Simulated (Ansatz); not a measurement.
CH7AlSi2 (`[SiH3][CH]1[AlH][SiH2]1`), relaxed with RKS PBE0-D4/def2-TZVP in Ansatz 0.2.0 from a PBE-D4/def2-SVP geometry. The force threshold is 0.005 eV/Å; the program also tests the step.

Total charge 0; spin multiplicity 1.

Start:

```xyz
11

Si    1.284   -0.606   -0.459
C    -0.539   -0.665   -0.281
Al   -0.179    0.318    1.494
Si   -1.372    1.054   -0.389
H     1.983    0.117   -1.581
H     2.034   -1.853   -0.090
H     1.570    0.438    0.736
H    -1.055   -1.596   -0.577
H     0.126   -0.105    2.998
H    -2.870    0.922   -0.333
H    -0.980    1.976   -1.517
```

```tsv
step	energy (eV)	largest force (eV/Å)	largest move (Å)
1	-23492.1229	0.419	0.000
2	-23492.1591	0.131	0.027
3	-23492.1634	0.021	0.013
4	-23492.1635	0.014	0.006
5	-23492.1636	0.006	0.002
6	-23492.1636	0.007	0.003
7 (rejected)	-23492.1636	0.005	0.001
8	-23492.1636	0.002	0.001
```

End:

```xyz
11

Si    1.269   -0.594   -0.452
C    -0.532   -0.656   -0.276
Al   -0.179    0.307    1.480
Si   -1.355    1.041   -0.384
H     1.953    0.121   -1.563
H     2.007   -1.833   -0.107
H     1.567    0.416    0.736
H    -1.036   -1.571   -0.576
H     0.114   -0.087    2.978
H    -2.835    0.913   -0.331
H    -0.974    1.943   -1.507
```

Run time 49 s (2 threads of an Arm Neoverse V1 on a shared host); peak host memory 0.48 GiB.
